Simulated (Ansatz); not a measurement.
`OC(F)[TeH]` + H₂ → `FC[TeH]` + H₂O at 500 K and 1 bar (hydrogenolysis of a C–O bond).

Computed with Ansatz on PBE0-D4/def2-TZVP structures; ΔE is electronic, products minus reactants. CBS: MP2 limit from def2 TZ/QZ plus the TZ coupled-cluster correction, frozen cores. This one scheme is used for every species. def2 core potentials past Kr. For Te outer-core shells are correlated without core-valence functions, which leaves a few kJ/mol of doubt a bond. One conformer a species, not always the lowest.

```
     species  CCSD(T)/CBS energy (Eh)  H − E (kJ/mol)  S (J/(mol·K))
`OC(F)[TeH]`               -482.52376           143.3          368.3
          H₂                 -1.17544            41.0          145.5
   `FC[TeH]`               -407.34762           123.9          333.9
         H₂O                -76.37941            73.2          206.3
```

H − E and S are ideal-gas, rigid-rotor, harmonic terms from PBE0-D4/def2-TZVP, for one conformer and one mirror image of each species. The MP2-based limit puts H₂ 0.8 mEh under its directly extrapolated value; such offsets cancel only in part. 1 Eh = 2625.50 kJ/mol, R = 8.31446 J/(mol·K).

Task: By hand: ΔE, ΔH, ΔS and ΔG.

Result: ΔE = (-407.34762) + (-76.37941) − (-482.52376) − (-1.17544) = -0.02783 Eh = -73.1 kJ/mol. Δ(H − E) = 123.9 + 73.2 − 143.3 − 41.0 = 12.8, so ΔH = -60.3 kJ/mol. ΔS = 333.9 + 206.3 − 368.3 − 145.5 = 26.4 J/(mol·K). ΔG = -60.3 − 500 × (26.4)/1000 = -73.5 kJ/mol.

Task: By hand: the equilibrium constant, and the temperature at which ΔG would vanish if ΔH and ΔS stayed fixed.

Result: log₁₀ K = −ΔG/(RT ln 10) = 7.7. ΔH and −TΔS have one sign here, so there is no such temperature.

ΔH outweighs TΔS. A doubt of 5 kJ/mol in ΔE shifts log₁₀ K by 0.5 here. Other conformers and mirror images would add mixing entropy, several J/(mol·K) or more a flexible species. These are equilibria of isolated gas molecules and say nothing of rates. Largest T1 diagnostic: 0.012 (customary marks: 0.02 for closed shells, 0.045 for open ones).
